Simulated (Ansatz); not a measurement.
CH5AlSSi, SMILES `[SH][Al]1[CH2][SiH2]1`. Charge 0, multiplicity 1. Geometry: relaxed with PBE0-D4/def2-TZVP. It is one conformer, not always the lowest.

```xyz
9

S     2.240    0.242    2.211
Al    0.703    0.173    0.676
C    -0.470   -1.102   -0.203
Si   -0.815    0.617   -1.023
H     2.371    1.578    2.125
H    -0.187   -1.930   -0.853
H    -1.302   -1.418    0.437
H    -0.333    0.702   -2.429
H    -2.206    1.139   -0.940
```

(1) What is the dipole moment at r2SCAN/def2-TZVPP? (Best estimate.)

(2) And with PBE, B3LYP, ωB97M-V? (An estimate is asked.)

(3) Give the Mulliken charges with r2SCAN, PBE, ωB97M-V in def2-TZVPP. (Estimate.)

Results:

(1) The calculation gave: 0.43 D, with components (0.19, 0.22, 0.31) D in this frame, pointing from negative to positive charge.

(2) The calculation gave: PBE 0.41 D, B3LYP 0.48 D, ωB97M-V 0.52 D.

(3) Ansatz gave: 
| atom | r2SCAN | PBE | ωB97M-V |
| --- | --- | --- | --- |
| S1 | -0.24 | -0.21 | -0.22 |
| Al2 | 0.38 | 0.26 | 0.27 |
| C3 | -0.42 | -0.34 | -0.46 |
| Si4 | 0.12 | 0.07 | 0.10 |
| H5 | 0.12 | 0.13 | 0.13 |
| H6 | 0.09 | 0.10 | 0.12 |
| H7 | 0.09 | 0.10 | 0.12 |
| H8 | -0.07 | -0.05 | -0.03 |
| H9 | -0.07 | -0.05 | -0.03 |

B3LYP here is the variant with VWN-RPA as its local correlation; programs differ in this.
